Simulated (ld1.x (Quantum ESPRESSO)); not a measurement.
**Before and after: TM potential for Ba (Z = 56)**

```
Element                 : barium
Generator               : ld1.x (Quantum ESPRESSO) 7.5
Type                    : norm-conserving Troullier–Martins (Kleinman–Bylander form)
Functional              : PBEsol
Relativity              : scalar-relativistic
Frozen core             : [Xe]
Valence charge          : 2
Reference configuration : 5d0 6s2 6p0
Partial waves           : 6p (bound, empty): rc 4.20 bohr; 5d (bound, empty): rc 3.00 bohr; 6s (bound): rc 3.05 bohr
Local potential         : the s channel
Core correction         : Bessel-smoothed model core inside 2.05 bohr
```

All-electron outer shells of the reference configuration (PBEsol, scalar-relativistic, ld1.x):

```tsv
shell	level (eV)	outermost node (bohr)	outermost maximum (bohr)
5s	-33.70	0.80	1.47
5p	-18.74	0.86	1.67
6s	-3.25	1.97	4.16
5d	-2.03	1.00	2.49
6p	-1.23	2.36	5.40
```

Change: wave 6p (bound): rc 4.20 bohr becomes 6p (bound): rc 3.76 bohr.

Cutoffs: the cutoffs (Ry, on a coarse ladder) from which the occupation-weighted sum of valence levels, in a spherical-Bessel basis at the reference potential, stays within 10 and 1 mRy of its value at 400 Ry; they do not see the model core or the augmentation charge, which bear on the density cutoff. Errors are all-electron minus pseudo energies relative to the spin-unpolarised reference configuration.

**Question.** What does the change do?

**Answer.** The potential gets neither clearly harder nor softer (8 Ry and 15 Ry → 8 Ry and 15 Ry); of the 7 tests that both files solve, the error grows in 0 and shrinks in 3 by more than 15 % and 0.3 meV (median size 33.0 → 30.3 meV); neither file shows a bound ghost. Less of the atom is replaced, so other configurations are described better.

```tsv
quantity	base	changed
cutoff, loose	8 Ry	8 Ry
cutoff, tight	15 Ry	15 Ry
bound ghosts	none	none
error for 5d0 6s1 6p0, meV [ΔE 5.38 eV]	-1.3	-1.3
error for 5d0 6s1.5 6p0, meV [ΔE 2.15 eV]	+0.4	+0.4
error for 5d0 6s1 6p1, meV [ΔE 2.05 eV]	-8.3	-5.6
error for 5d0 6s0 6p2, meV [ΔE 4.17 eV]	-45	-30
error for 5d1 6s0 6p0, meV [ΔE 6.03 eV]	-42	-42
error for 5d1 6s1 6p0, meV [ΔE 1.34 eV]	-33	-33
error for 5d0 6s0 6p1, meV [ΔE 7.98 eV]	-48	-37
```
